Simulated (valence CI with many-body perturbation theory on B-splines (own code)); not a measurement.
Energy levels of Cr¹¹⁺

Method: valence CI with perturbative core correlation (CI+MBPT): three valence electrons over a frozen Dirac-Fock core [Ne], radial functions for each j: 11 s, 11 p, 10 d, 8 f, 5 g, 2 h, with the one-electron correlation potential Σ1, the two-electron term Σ2, the three-electron term Σ3, Breit, model QED; selected CI, second order for the rest, scaled by the run's own slope (own B-spline code, finite nucleus).

No measured levels were compared; by estimate levels of excited configurations hold to 0.05 to 0.15 % of their energy, terms of the ground configuration to about 0.5 %.

Levels 1 to 45 of 156, with energies above the lowest level, 3s²3p ²P°_1/2. "Leading %" is the weight of the configuration and term that name the level; weights of strongly mixed levels are sums over their largest components and can fall short. Lifetimes count E1, E2, E3, M1 and M2 decay at the calculated energies, and are blank where another channel may lead or the interval is too uncertain; long ones can be off by a factor of two.

```tsv
No.	Configuration	Term	J	E (eV)	Leading %	Lifetime	g
1	3s²3p	²P°	1/2	0.00	97		0.665
2	3s²3p	²P°	3/2	1.52	97	59.9 ms	1.333
3	3s3p²	⁴P	1/2	23.81	99	62.5 ns	2.665
4	3s3p²	⁴P	3/2	24.40	99	314 ns	1.733
5	3s3p²	⁴P	5/2	25.20	98	89.7 ns	1.596
6	3s3p²	²D	3/2	31.55	87	546 ps	0.802
7	3s3p²	²D	5/2	31.69	86	651 ps	1.204
8	3s3p²	²S	1/2	38.94	85	73.7 ps	1.835
9	3s3p²	²P	1/2	41.35	84	33.8 ps	0.837
10	3s3p²	²P	3/2	42.10	96	30.6 ps	1.331
11	3s²3d	²D	3/2	50.67	86	27.6 ps	0.799
12	3s²3d	²D	5/2	50.81	86	29.6 ps	1.200
13	3p³	²D°	3/2	61.17	66	296 ps	0.824
14	3p³	²D°	5/2	61.41	69	321 ps	1.200
15	3p³	⁴S°	3/2	62.56	96	35.5 ps	1.971
16	3p³	²P°	1/2	68.24	80	78.2 ps	0.665
17	3s3p3d	⁴F°	3/2	68.40	47	150 ps	0.895
18	3s3p3d	⁴F°	3/2	68.48	52	165 ps	0.844
19	3s3p3d	⁴F°	5/2	68.76	99	6.21 ns	1.030
20	3s3p3d	⁴F°	7/2	69.23	99	7.04 ns	1.239
21	3s3p3d	⁴F°	9/2	69.88	100		1.333
22	3s3p3d	⁴P°	5/2	73.74	70	41.7 ps	1.527
23	3s3p3d	⁴D°	3/2	73.97	53	34.7 ps	1.437
24	3s3p3d	⁴D°	1/2	74.14	83	29.7 ps	0.442
25	3s3p3d	⁴P°	1/2	74.82	83	41.7 ps	2.226
26	3s3p3d	⁴D°	7/2	74.86	99	29.0 ps	1.427
27	3s3p3d	⁴P°	3/2	74.88	54	35.8 ps	1.486
28	3s3p3d	⁴D°	5/2	74.91	74	31.6 ps	1.426
29	3s3p3d	²D°	3/2	76.44	79	34.0 ps	0.808
30	3s3p3d	²D°	5/2	76.48	77	34.6 ps	1.214
31	3s3p3d	²F°	5/2	79.75	98	69.9 ps	0.859
32	3s3p3d	²F°	7/2	80.96	99	66.6 ps	1.143
33	3s3p3d	²P°	3/2	86.57	80	23.5 ps	1.313
34	3s3p3d	²P°	1/2	87.17	86	25.4 ps	0.665
35	3s3p3d	²F°	7/2	87.44	97	22.9 ps	1.143
36	3s3p3d	²F°	5/2	87.71	97	22.5 ps	0.858
37	3s3p3d	²P°	1/2	89.89	90	19.4 ps	0.665
38	3s3p3d	²P°	3/2	90.01	71	19.3 ps	1.203
39	3s3p3d	²D°	3/2	90.32	60	15.9 ps	0.949
40	3s3p3d	²D°	5/2	90.46	84	15.3 ps	1.198
41	3p²3d	²F	5/2	102.37	87	216 ps	0.861
42	3p²3d	²F	7/2	102.94	83	188 ps	1.150
43	3p²3d	⁴F	3/2	103.23	97	77.9 ps	0.416
44	3p²3d	⁴F	5/2	103.58	96	77.3 ps	1.038
45	3p²3d	⁴F	7/2	104.07	94	76.7 ps	1.242
```

Names give the largest LS component (configuration and term), which can be under half, so a name can repeat, a term be missing and a line seem to break the LS rules; names also repeat where a configuration has a term twice.

Where two levels of one J and parity lie close, their mixing, g and order are uncertain.

The ionisation energy to 3s² ¹S0 of the next ion comes out as 298.24 eV (NIST: 296.7 ± 0.6 eV (semi-empirical), further off than twice its uncertainty). All 156 levels together are meant to be complete up to 181.05 eV.
